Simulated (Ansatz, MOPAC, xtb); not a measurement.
The molecule HCl+, multiplicity 2 (lowest of 2S+1 = 2, 4 at CCSD(T)/def2-TZVPP on PBE0 minima; our sources give no spin for the ground state, which may be another).

The constants come from a fifth-degree fit in 1/R (seven points, main isotopes). Runs in def2 and cc sets follow the lowest solution found near the PBE0 minimum.

Codes used: Ansatz (Gaussian orbitals); MOPAC for AM1, PM6, PM7 (differences of heats of formation); xtb for the GFN methods.  The GFN methods have no spin term and hold the electronic entropy of 300 K.

```
level                                          r_e (Å)  ω_e (cm⁻¹)  α_e (cm⁻¹)  ω_e x_e (cm⁻¹)
---------------------------------------------  -------  ----------  ----------  --------------
AM1                                              1.355        2190        0.21             8.8
PM6                                              1.315        2846        0.19              42
PM7                                              1.292        2665        0.24              46
GFN1-xTB                                         1.299        2600        0.40              45
GFN2-xTB                                         1.331        2081        0.44              33
SVWN5/def2-TZVPP                                 1.339        2538        0.33              54
PBE/def2-TZVPP                                   1.333        2572        0.33              54
r2SCAN/def2-TZVPP                                1.321        2649        0.33              55
B97M-V/def2-TZVPP                                1.313        2692        0.34              60
B3LYP/def2-TZVPP                                 1.323        2625        0.33              54
PBE0/def2-TZVPP                                  1.320        2671        0.32              53
BHLYP/def2-TZVPP                                 1.310        2729        0.32              54
CAM-B3LYP/def2-TZVPP                             1.320        2661        0.32              53
wB97X-V/def2-TZVPP                               1.317        2706        0.31              52
wB97M-V/def2-TZVPP                               1.318        2672        0.32              53
B2PLYP/def2-TZVPP                                1.316        2679        0.32              55
CCSD/aug-cc-pV(T+d)Z                             1.313        2710        0.32              54
CCSD/def2-TZVPP                                  1.311        2725        0.32              55
CCSD/aug-cc-pV(Q+d)Z                             1.313        2707        0.32              53
CCSD/def2-QZVPP                                  1.313        2710        0.32              54
CCSD/aug-cc-pV(5+d)Z                             1.313        2708        0.32              54
CCSD(T)/aug-cc-pV(T+d)Z                          1.315        2689        0.32              55
CCSD(T)/def2-TZVPP                               1.313        2706        0.33              56
CCSD(T)/aug-cc-pV(Q+d)Z                          1.316        2685        0.32              54
CCSD(T)/def2-QZVPP                               1.315        2688        0.32              54
CCSD(T)/aug-cc-pV(5+d)Z                          1.315        2685        0.32              54
CCSD(T)/CBS(def2-TZVPP, def2-QZVPP)              1.317        2678        0.32              53
CCSD(T)/CBS(aug-cc-pV(Q+d)Z, aug-cc-pV(5+d)Z)    1.315        2685        0.32              55
```

Cores are frozen in the correlated methods. CBS: X⁻³ extrapolation of the correlation energy, Hartree–Fock from the larger set. The state that AM1, PM6, PM7 reach isn't checked; PM7 holds dispersion and hydrogen-bond terms.

Measured for the ground state: r_e 1.3147 Å, ω_e 2673.7 cm-1, ω_e x_e 52.537 cm-1, B_e 9.9566 cm-1, α_e 0.32716 cm-1 [Irikura, J. Phys. Chem. Ref. Data 36, 389 (2007)].

Ansatz is an electronic-structure program.
